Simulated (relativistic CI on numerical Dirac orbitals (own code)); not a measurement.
## Kr IV: calculation against measurement

Method of calculation: Dirac-Coulomb-Breit CI, orbitals from a KLI potential per configuration, model QED (radiative potential, 1s self-energy scaled to tabulated hydrogen-like ionisation energies), valence Slater integrals scaled by 0.85, P86 correlation energy added to each configuration (own radial code, finite nucleus).

Configurations in the expansion (outside the closed core [Ar] 3d10): 4s2 4p3, 4s 4p4, 4s2 4p2 4d, 4p5, 4s2 4p2 4f, 4s 4p3 4d, 4s2 4p2 5s, 4s2 4p2 5p, 4s 4p3 4f, 4s2 4p2 5d, 4s2 4p2 6s, 4s2 4p2 6p, 4s2 4p2 5f, 4s2 4p2 6d, 4s2 4p2 5g, 4s2 4p2 7s, 4s2 4p2 7p, 4s 4p3 5s, 4s2 4p2 6f, 4p4 4d, 4s2 4p 4d 4f, 4s 4p2 4d2, 4s 4p3 5p, 4s 4p3 5d, 4s 4p3 6s, 4s 4p3 6p, 4s 4p2 5p2, 4s2 4p 4d 5p, 4s2 4p 4d2, 4s2 4d3, 4s2 4d2 4f, 4s 4p 4d3, 4s2 4d2 5s, 4s2 4d2 5p, 4s2 4p 4f2, 4s2 4d 4f2, 4s2 4f3, 4s 4p 4d 4f2, 4s2 4f2 5s, 4s2 4f2 5p, 4p3 4d2, 4p2 4d3, 4p2 4d2 4f, 4p2 4d2 5s, 4p2 4d2 5p, 4s2 4p 4d 5s, 4s2 4d 4f 5s, 4s 4p 4d2 5s, 4s2 4d 5s2, 4s2 4d 5s 5p, 4s 4p2 5s 5p, 4s 4p 4d 5s 5p, 4s 4p 4f 5s 5p, 4p2 4d 5s 5p, 4s 4p 5s2 5p, 4s 4p 5s 5p2, 4s2 4p 5s2, 4s2 4f 5s2, 4s 4p 4d 5s2, 4s2 5s2 5p. Double excitations out of closed p, d and f shells are left out; levels of such configurations are missing from the list, as are those of other unlisted configurations, and high levels can miss mixing partners. These lack a partner that the ground configuration has and come out too high: 4s 4p3 4f, 4s2 4p2 5d, 4s2 4p2 6s, 4s2 4p2 6p, 4s2 4p2 5f.

| Configuration | Term (tabulated) | J | Measured (cm⁻¹) | Computed | Error | Purity (%) |
| --- | --- | --- | --- | --- | --- | --- |
| 4s2 4p3 | 4S° | 3/2 | 0.0 | 0 | 0 | 95 |
| 4s2 4p3 | 2D° | 3/2 | 17037.6 | 16971 | -67 | 87 |
| 4s2 4p3 | 2D° | 5/2 | 18700.3 | 18657 | -43 | 97 |
| 4s2 4p3 | 2P° | 1/2 | 31056.4 | 30144 | -912 | 97 |
| 4s2 4p3 | 2P° | 3/2 | 33405.6 | 32478 | -928 | 85 |
| 4s 4p4 | 4P | 5/2 | 118761.5 | 120256 | 1495 | 88 |
| 4s 4p4 | 4P | 3/2 | 122426.5 | 123789 | 1362 | 88 |
| 4s 4p4 | 4P | 1/2 | 124109.7 | 125412 | 1303 | 87 |
| 4s 4p4 | 2D | 3/2 | 145772.8 | 147651 | 1879 | 74 |
| 4s 4p4 | 2D | 5/2 | 146644.7 | 148500 | 1855 | 75 |
| 4s2 4p2 4d | 2P | 3/2 | 163445.1 | 165882 | 2437 | 60 |
| 4s2 4p2 4d | 4F | 3/2 | 172724.0 | 175173 | 2449 | 92 |
| 4s 4p4 | 2S | 1/2 | 173952.1 | 174323 | 371 | 57 |
| 4s2 4p2 4d | 4F | 5/2 | 174105.7 | 176477 | 2372 | 88 |
| 4s2 4p2 4d | 4F | 7/2 | 176231.0 | 178555 | 2324 | 89 |
| 4s2 4p2 4d | 4F | 9/2 | 178877.0 | 181211 | 2334 | 95 |
| 4s2 4p2 4d | 2F | 5/2 | 179228.3 | 181577 | 2349 | 58 |
| 4s2 4p2 4d | 4D † | 1/2 | 180686.7 | 182240 | 1554 | 95 |
| 4s2 4p2 4d | 4D † | 7/2 | 180764.4 | 182792 | 2028 | 56 |
| 4s2 4p2 4d | 4D † | 3/2 | 181000.5 | 182559 | 1559 | 91 |
| 4s2 4p2 4d | 2F | 7/2 | 186565.6 | 188635 | 2069 | 60 |
| 4s2 4p2 4d | 4P | 5/2 | 201424.2 | 203221 | 1797 | 83 |
| 4s2 4p2 5s | 4P | 1/2 | 202373.3 | 209568 | 7195 | 77 |
| 4s2 4p2 4d | 4P | 1/2 | 204735.4 | 205425 | 690 | 72 |
| 4s2 4p2 5s | 4P | 3/2 | 205214.5 | 212581 | 7367 | 90 |
| 4s2 4p2 5s | 4P | 5/2 | 208064.1 | 216039 | 7975 | 87 |
| 4s2 4p2 5s | 2P | 1/2 | 208920.0 | 215432 | 6512 | 72 |
| 4s2 4p2 5s | 2P | 3/2 | 211685.5 | 219340 | 7655 | 66 |
| 4s2 4p2 4d | 2D | 5/2 | 211860.3 | 213008 | 1148 | 88 |
| 4s2 4p2 4d | 2D | 5/2 | 217416.6 | 219651 | 2235 | 70 |
| 4s2 4p2 4d | 2F | 5/2 | 219988.5 | 221397 | 1409 | 71 |
| 4s2 4p2 4d | 2F | 7/2 | 221184.5 | 222547 | 1362 | 92 |
| 4s2 4p2 5s | 2D † | 3/2 | 223033.6 | 231516 | 8482 | 75 |
| 4s2 4p2 5s | 2D † | 5/2 | 223313.0 | 230867 | 7554 | 79 |
| 4s2 4p2 4d | 2P | 3/2 | 225282.0 | 227211 | 1929 | 55 |
| 4s2 4p2 4d | 2D | 5/2 | 231940.0 | 232309 | 369 | 70 |
| 4s2 4p2 5p | 4D° | 1/2 | 237445.1 | 246144 | 8699 | 66 |
| 4s2 4p2 5p | 4D° | 3/2 | 238269.4 | 246842 | 8573 | 81 |
| 4s2 4p2 5p | 4D° | 5/2 | 241241.6 | 249828 | 8587 | 90 |
| 4s2 4p2 5p | 4P° | 1/2 | 243567.2 | 252107 | 8539 | 88 |
| 4s2 4p2 5p | 4D° | 7/2 | 244443.6 | 253086 | 8643 | 93 |
| 4s2 4p2 5p | 2P° | 3/2 | 250173.8 | 258970 | 8796 | 85 |
| 4s2 4p2 5p | 2P° | 1/2 | 250896.7 | 259516 | 8619 | 86 |
| 4s2 4p2 5p | 2F° | 5/2 | 257142.7 | 266578 | 9435 | 59 |
| 4s2 4p2 5p | 2F° | 7/2 | 258509.6 | 267966 | 9456 | 93 |
| 4s2 4p2 5p | 2P° | 1/2 | 263160.1 | 272252 | 9092 | 96 |
| 4s2 4p2 5p | 2P° | 3/2 | 265447.4 | 274333 | 8885 | 79 |
| 4s2 4p2 5p | 2P° | 3/2 | 278967.3 | 286343 | 7376 | 93 |
| 4s2 4p2 5d | 4F | 3/2 | 290606.4 | 300338 | 9732 | 74 |
| 4s2 4p2 5d | 4F | 7/2 | 294367.2 | 304055 | 9688 | 73 |
| 4s2 4p2 5d | 4D | 1/2 | 295268.2 | 304848 | 9580 | 80 |
| 4s2 4p2 6s | 4P | 1/2 | 296713.3 | 305878 | 9165 | 80 |
| 4s2 4p2 5d | 2F | 5/2 | 296954.4 | 307294 | 10340 | 82 |
| 4s2 4p2 5d | 4D | 7/2 | 298052.4 | 307795 | 9742 | 56 |

Measured levels from Saloman, J. Phys. Chem. Ref. Data 36, 215 (2007); pairs were made by configuration, J and term (by order where the table uses no LS term), so strongly mixed levels may be paired wrongly.

Mean error by configuration (cm⁻¹): 4s2 4p3 -487; 4s 4p4 1378; 4s2 4p2 4d 1818; 4s2 4p2 5s 7341; 4s2 4p2 5p 8725; 4s2 4p2 5d 9816; 4s2 4p2 6s 9165. Over the excited levels the mean absolute error is 4940 cm⁻¹ (53 of the 69 excited levels that our extract of the source holds in range could be paired, and the others can miss by more), and the median relative error of those above 1,000 cm⁻¹ is 2.7 %. † marks terms whose computed intervals miss the measured ones by more than a factor of 2.5, or configurations far off the rest, from wrong mixing, a near crossing or a doubtful label or measurement; they are left out of the means.
